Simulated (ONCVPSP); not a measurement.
## Before and after: ONCV potential for gallium

* Element: gallium
* Generator: ONCVPSP 4.0.1
* Type: optimised norm-conserving Vanderbilt (ONCV)
* Functional: PBE
* Relativity: scalar-relativistic
* Frozen core: [Ne]
* Valence charge: 21
* Reference configuration: 3s2 3p6 3d10 4s2 4p1
* Partial waves: 3s+4s: rc 1.00 bohr, ncon 3, nbas 6, qcut 12.2 1/bohr, 2 projectors; 3p+4p: rc 0.95 bohr, ncon 4, nbas 7, qcut 17.2 1/bohr, 2 projectors; 3d: rc 1.30 bohr, ncon 4, nbas 9, qcut 10.7 1/bohr, 2 projectors, debl 1.2 Ha
* Local potential: polynomial inside 0.70 bohr (lpopt 4, dvloc0 3 Ha)
* Core correction: polynomial model core, fcfact 0.55

Change: s: qcut 14.5; p: qcut 20.4; d: qcut 12.7.

Cutoffs: the cutoffs (Ha) at which the residual kinetic energy of the hardest occupied pseudo-wave falls to 1 and 0.1 mHa per electron; they do not see the model core or the augmentation charge, which bear on the density cutoff. Errors are all-electron minus pseudo energies relative to the spin-unpolarised reference configuration.

Task: What does the change do?

Result: The potential gets harder (55 Ha and 76 Ha → 66 Ha and 101 Ha); of the 3 tests that both files solve, the error grows in 0 and shrinks in 1 by more than 15 % and 0.3 meV (median size 0.4 → 0.2 meV); neither file shows a bound ghost.

| quantity | base | changed |
| --- | --- | --- |
| cutoff, loose | 55 Ha | 66 Ha |
| cutoff, tight | 76 Ha | 101 Ha |
| loose cutoff by channel | s 54 Ha, p 55 Ha, d 52 Ha | s 66 Ha, p 54 Ha, d 64 Ha |
| bound ghosts | none | none |
| GHOST(+) flags under 300 eV | none | none |
| tests with a reliable result | 3 of 4 | 3 of 4 |
| error for 3s2 3p6 3d10 4s2 4p0, meV [ΔE 5.69 eV] | -0.2 | -0.2 |
| error for 3s2 3p6 3d10 4s1 4p0, meV [ΔE 26.82 eV] | -0.4 | -0.3 |
| error for 3s2 3p6 3d10 4s0 4p3, meV [ΔE 13.37 eV] | -0.7 | -0.1 |
| s: phases at 1.01 bohr within 0.05 rad from the reference energy up to (Ha; the scan ends near 5) | to the end of the scan | to the end of the scan |
| p: phases at 0.97 bohr within 0.05 rad from the reference energy up to (Ha; the scan ends near 5) | to the end of the scan | to the end of the scan |
| d: phases at 1.32 bohr within 0.05 rad from the reference energy up to (Ha; the scan ends near 5) | to the end of the scan | to the end of the scan |
| rms error of d²Exc/dni dnj with the model core, mHa | 0.83 | 0.91 |
